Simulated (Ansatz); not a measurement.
`C[O][Al]([F])[SiH3]` + H₂S → `[F][Al]([SiH3])[SH]` + CH₃OH at 700 K and 1 bar (ligand exchange at the Al–O bond).

Computed with Ansatz on PBE0-D4/def2-TZVP structures; ΔE is electronic, products minus reactants. CBS: MP2 limit from def2 TZ/QZ plus the TZ coupled-cluster correction, frozen cores. This one scheme is used for every species. Each species was taken in one conformer, which may not be the lowest.

| species | CCSD(T)/CBS energy (Eh) | H − E (kJ/mol) | S (J/(mol·K)) |
| --- | --- | --- | --- |
| `C[O][Al]([F])[SiH3]` | -747.83712 | 270.0 | 525.9 |
| H₂S | -398.97279 | 64.8 | 236.9 |
| `[F][Al]([SiH3])[SH]` | -1031.18548 | 170.6 | 474.4 |
| CH₃OH | -115.61712 | 170.8 | 288.5 |

H − E and S are ideal-gas, rigid-rotor, harmonic terms from PBE0-D4/def2-TZVP, for one conformer and one mirror image of each species. 1 Eh = 2625.50 kJ/mol, R = 8.31446 J/(mol·K).

Q: By hand: ΔE, ΔH, ΔS and ΔG.

A: ΔE = (-1031.18548) + (-115.61712) − (-747.83712) − (-398.97279) = 0.00731 Eh = 19.2 kJ/mol. Δ(H − E) = 170.6 + 170.8 − 270.0 − 64.8 = 6.6, so ΔH = 25.8 kJ/mol. ΔS = 474.4 + 288.5 − 525.9 − 236.9 = 0.1 J/(mol·K). ΔG = 25.8 − 700 × (0.1)/1000 = 25.7 kJ/mol.

Q: By hand: the equilibrium constant, and the temperature at which ΔG would vanish if ΔH and ΔS stayed fixed.

A: log₁₀ K = −ΔG/(RT ln 10) = -1.9. ΔG = 0 at ΔH/ΔS = 258000 K, far beyond where these terms or the molecules hold.

The number of gas molecules stays the same, so ΔS is small and ΔH decides. A doubt of 5 kJ/mol in ΔE shifts log₁₀ K by 0.4 here. Other conformers and mirror images would add mixing entropy, several J/(mol·K) or more a flexible species. Modes under 60 cm⁻¹, often nearly free rotors, make the harmonic entropy too high. These are equilibria of isolated gas molecules and say nothing of rates. Largest T1 diagnostic: 0.013 (customary marks: 0.02 for closed shells, 0.045 for open ones).
